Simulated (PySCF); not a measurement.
**KP and its ions**

TPSSh; K aug-pcseg-1, P aug-pcseg-1; no relativity (PySCF 2.14). Neutral (UKS): triplet (π ↑↑), Re = 3.036 Å, ωe = 212 cm⁻¹, De = 1.53 eV, HOMO -3.34 eV, LUMO -1.67 eV.

KP⁺ (UKS): quartet (σ ↑, π ↑↑), Re = 3.596 Å, ωe = 73.6 cm⁻¹, De = 0.14 eV to K⁺ + P. The energies at the minima are -941.16627 hartree for KP and -940.96015 for KP⁺.

Question: Work out the adiabatic ionisation energy, without and with harmonic zero-point energies (1 hartree = 27.2114 eV, 1 eV = 8065.5 cm⁻¹), and the change of the bond length.

Answer: At TPSSh: 0.20612 hartree = 5.609 eV between the minima; the zero-point term (73.6 − 212.0)/2 cm⁻¹ = -0.009 eV makes it 5.600 eV. Re changes by +56.0 pm against the neutral. The electron leaves a σ orbital, and the ion is left as a loose complex of an ion and an atom.

Weak bonds: KP⁺. Basis-set superposition, not corrected here, can be much of De in a small basis, most of all at correlated wavefunction levels. For an ion De counts to the pair picked by the measured ionisation energies or electron affinities, which need not be the lowest pair at this level. States were picked by a PBE0 search and need not be the measured ground states.
